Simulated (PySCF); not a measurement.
SMILES c1(ccc(cc1)C=O)C=O (C₈H₆O₂), singlet (GFN2-xTB optimised geometry):

```
16

O     -0.971    -3.469     0.000
C     -1.482    -2.380     0.000
C     -0.752    -1.102     0.000
C     -1.447     0.108     0.000
C     -0.755     1.302     0.000
C      0.640     1.302     0.000
C      1.385     2.572     0.001
O      2.584     2.670     0.000
C      1.336     0.090     0.000
C      0.645    -1.102     0.000
H     -2.584    -2.264     0.000
H     -2.527     0.103     0.000
H     -1.289     2.242     0.000
H      0.736     3.469     0.000
H      2.415     0.116     0.000
H      1.160    -2.051     0.000
```

Method: PySCF with B3LYP/def2-TZVP.

Problem. What are the frontier orbital energies and the dipole moment?

Solution. HOMO-2 -7.97 eV, HOMO-1 -7.69 eV, HOMO -7.61 eV, LUMO -3.03 eV, LUMO+1 -1.34 eV; dipole moment 3.41 D.

Meta-Löwdin charges at B3LYP/def2-TZVP: O1 -0.39, C2 0.27, C3 -0.03, C4 -0.10, C5 -0.10, C6 -0.03, C7 0.27, O8 -0.39, C9 -0.09, C10 -0.09, H11 0.07, H12 0.12, H13 0.12, H14 0.07, H15 0.14, H16 0.14.
